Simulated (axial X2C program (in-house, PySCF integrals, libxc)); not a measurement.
**Spectroscopic constants of HfSi**

All values were computed with an in-house all-electron X2C program for linear molecules (integrals from PySCF). Spin-free means the one-electron spin-free X2C Hamiltonian. Basis: Hf dyall-cv3z [13s14p9d7f4g], Si dyall-v3z [8s7p2d1f] (cores contracted in-house); Gaussian nuclei, density fitting, unrestricted open shells. Masses: Hf 179.947 u, Si 27.977 u.

Input file and command:
```json
{"zs": [72, 14], "q": 0, "bas": ["dyall-cv3z", "dyall-v3z"], "levels": ["PBE0", "HF", "PW91"], "cc": true, "r0": 2.68, "thr": -2.0, "nmax": 110, "npts": 10, "nst": 2, "ntry": 8}
```
```bash
python so2c.py task.json out
```

Keys: zs atomic numbers; q charge; bas basis sets; levels methods; cc coupled cluster on or off; r0 starting distance in Å; thr threshold in hartree for freezing inner shells (an s shell follows its p shell); nmax most natural virtual spinors; npts points on the curve; nst determinants followed; ntry starts of the search. HF also brings MP2.

State, spin-free: M_S = 1, Λ = 1 (beyond evenly filled blocks: σα, π+α, π+β, π-α); electrons by block: σα: 18, σβ: 17, π+α: 9, π+β: 9, π-α: 9, π-β: 8, δ+α: 3, δ+β: 3, δ-α: 3, δ-β: 3, φ+α: 1, φ+β: 1, φ-α: 1, φ-β: 1. Fragments: Hf + Si.

| Hamiltonian | level | Re (Å) | ωe (cm⁻¹) | ωexe (cm⁻¹) | αe (cm⁻¹) | De (eV) | D0 (eV) | k (mdyn/Å) | μ (D) |
| --- | --- | --- | --- | --- | --- | --- | --- | --- | --- |
| spin-free | PW91 | 2.404 | 387.5 | 1.13 | 0.000451 | 3.24 | 3.22 | 2.14 | -3.06 |

Dipoles are positive if Si is the positive end.

The state is one determinant whose occupation by symmetry is held fixed; it was picked as the lowest of a PBE0 search that is not exhaustive. Dissociation energies refer to the lowest single-determinant-based atoms at the same level and basis. Other states lie close and PBE0, whose exact exchange favours high spin, may order them wrongly; the determinant shown need not be the ground state. The nearest other spin-free determinant of the search, M_S = 0, Λ = 1, lies 0.12 eV up at the distance of the search. Without a current term, density functionals place determinants with orbital angular momentum somewhat too high. At some level and bond length an empty orbital lies below a filled one.

No reliable constants came from CCSD (2c), CCSD (spin-free), CCSD(T) (2c), CCSD(T) (spin-free), HF (2c), HF (spin-free), MP2 (2c), MP2 (spin-free), PBE0 (2c), PBE0 (spin-free), PW91 (2c): no minimum in range, unconverged points, a curve that is not smooth, a change of character along it, or the two Hamiltonians disagreeing along it.

The whole task took 8.7 min on 1 thread of Arm Neoverse V1 (shared host).
